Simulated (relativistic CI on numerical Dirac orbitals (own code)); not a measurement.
Rh⁵⁺: 4s photoemission

Computed with this model: Dirac-Coulomb-Breit CI, separate exchange-only KLI orbitals for each configuration, model QED (radiative potential, 1s self-energy scaled to tabulated hydrogen-like ionisation energies), valence Slater integrals scaled by 0.8, multiplet model of photoemission in the sudden approximation; configurations [Kr] 4d4 → [Ar] 3d10 4s 4p6 4d4; 80 K; Lorentzian 2 eV and Gaussian 0.6 eV FWHM. Energies are those of the free ion, without screening or charge transfer. The energies are binding energies and can lie tens of eV above those of solids. Without intra-shell correlation the exchange splitting of an s hole comes out too large, often by half or more. S is read from ⟨S²⟩ = S(S + 1).

Field parameters in Wybourne normalisation: Td as Oh with Dq negative (B⁴₀ = 21Dq, B⁴₄ = √(5/14) B⁴₀). The field is a parameter set, without covalency.

free ion: ground-state S = 1.96, centroid 169.41 eV. Peaks (eV, height): 166.0 (100), 174.4 (62).

Td, 10Dq = -17100 cm⁻¹: ground-state S = 0.50, centroid 169.56 eV. Peaks (eV, height): 169.6 (100), 173.6 (16).

Strongest unbroadened transitions for free ion:

```json
{"Energy (eV)": "166.08", "Relative strength": "100.0"}
{"Energy (eV)": "170.07", "Relative strength": "1.8"}
{"Energy (eV)": "171.72", "Relative strength": "0.1"}
{"Energy (eV)": "173.84", "Relative strength": "3.4"}
{"Energy (eV)": "174.45", "Relative strength": "22.5"}
{"Energy (eV)": "174.50", "Relative strength": "34.5"}
{"Energy (eV)": "175.66", "Relative strength": "4.3"}
{"Energy (eV)": "179.42", "Relative strength": "0.0"}
```
